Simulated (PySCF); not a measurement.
C₅H₈O₂Si.
Bonds: C1–C2, C2–C3 (triple), C3–Si4, Si4–O5, O5–C6, C6–C7, C7–O8, Si4–O8. Hydrogens: H9, H10, H11 on C1; H12 on Si4; H13, H14 on C6; H15, H16 on C7.

The closed-shell SCF was solved with PySCF and density fitting under several settings on one GFN2-xTB geometry (grid level 2 and gas phase unless stated).

```
                                                              settings  basis functions  SCF cycles     E (Eh)  HOMO (eV)  LUMO (eV)  dipole (D)
                                                         PBE0/pcSseg-1              183          14  -634.7313      -7.66      -0.08        1.50
                                                        PBE0/def2-SVPD              234          14  -634.4546      -7.71      -0.19        1.52
                   PBE0/6-31G, grid level 3, energy threshold 1e-11 Eh               92          12  -634.5870      -7.53       0.12        1.55
PW91/def2-SVPD, level shift 0.2 Eh, fitting basis def2-universal-jkfit              234          12  -634.8213      -6.30      -1.17        1.57
                            X3LYP/def2-SVPD, energy threshold 1e-07 Eh              234           9  -634.8012      -7.53      -0.29        1.48
                              PBE0/pcSseg-1, energy threshold 1e-07 Eh              183           8  -634.7313      -7.66      -0.08        1.50
```

Question: Estimate the rows for these settings: (1) PW91/aug-cc-pVDZ, start guess huckel; (2) HCTH407/6-31G*, grid level 1, level shift 0.1 Eh.

Answer: 
```
                                        settings  basis functions  SCF cycles     E (Eh)  HOMO (eV)  LUMO (eV)  dipole (D)
            PW91/aug-cc-pVDZ, start guess huckel              260          21  -635.1747      -6.22      -1.19        1.56
HCTH407/6-31G*, grid level 1, level shift 0.1 Eh              132          11  -635.2334      -6.09      -0.85        1.52
```

Question: Over all rows, what range does the HOMO–LUMO gap span?

Answer: From 5.03 eV (PW91/aug-cc-pVDZ, start guess huckel) to 7.65 eV (PBE0/6-31G, grid level 3, energy threshold 1e-11 Eh). The functional of the narrowest has no exact exchange, that of the widest 25 % exact exchange.

Question: And the dipole moment?

Answer: From 1.48 D (X3LYP/def2-SVPD, energy threshold 1e-07 Eh) to 1.57 D (PW91/def2-SVPD, level shift 0.2 Eh, fitting basis def2-universal-jkfit); the largest is 1.06 times the smallest, and the median is 1.52 D.

Question: Compare two rows with the functional PBE0: PBE0/6-31G, grid level 3, energy threshold 1e-11 Eh and PBE0/pcSseg-1. Which energy is lower, and by how much?

Answer: PBE0/pcSseg-1 (183 functions) lies 0.1443 Eh or 91 kcal/mol below PBE0/6-31G, grid level 3, energy threshold 1e-11 Eh (92 functions).

Cycle counts include a coarse-grid stage where the run had one. All basis functions are spherical, in the Pople sets too.

One conformer stands for the species.
